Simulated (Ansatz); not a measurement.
```yaml
crystal:
  periodic: [false, false, false]
  atoms:
    - {symbol: N, position_ang: [0.326722, 0.440546, 1.112636]}
    - {symbol: C, position_ang: [-0.216423, -0.375565, 0.239001]}
    - {symbol: O, position_ang: [-0.978011, 0.379009, -1.519141]}
    - {symbol: D, position_ang: [0.035801, -0.369169, -1.299865]}
    - {symbol: F, position_ang: [1.014421, -0.912926, -2.028328]}
    - {symbol: H, position_ang: [1.164077, 0.952065, 0.885412]}
    - {symbol: H, position_ang: [-0.149863, 0.715946, 1.956744]}
    - {symbol: H, position_ang: [-1.104424, -0.887107, 0.597641]}
basis:
  gaussian: {orbitals: 6-31G, fitting: {mean_field: cc-pVTZ-jkfit}, point_charges: [{charge: -1.00, position_ang: [4.182, -0.320, -0.431]}]}
magnetization: {spin_polarized: true, initial_magnetization: 2}
hamiltonian: {xc: {name: PBE0-DH}}
accuracy: high
scf: {lower_state_search: full}
```

```sh
$ ansatz run in.yaml --threads 2 --pin off --events-out ev --progress --plain --max-ram 4352MiB
```

(1) How does Ansatz answer? (An estimate is asked.)

Answers

(1) The calculation gave: The input was rejected before any iteration.
```
Error: YAML parse error: error: line 7 column 16: `D` is not an element symbol (H … Og, case-exact)
 --> <input>:7:16
5 |     - {symbol: C, position_ang: [-0.216423, -0.375565, 0.239001]}
6 |     - {symbol: O, position_ang: [-0.978011, 0.379009, -1.519141]}
7 |     - {symbol: D, position_ang: [0.035801, -0.369169, -1.299865]}
8 |     - {symbol: F, position_ang: [1.014421, -0.912926, -2.028328]}
9 |     - {symbol: H, position_ang: [1.164077, 0.952065, 0.885412]}
```
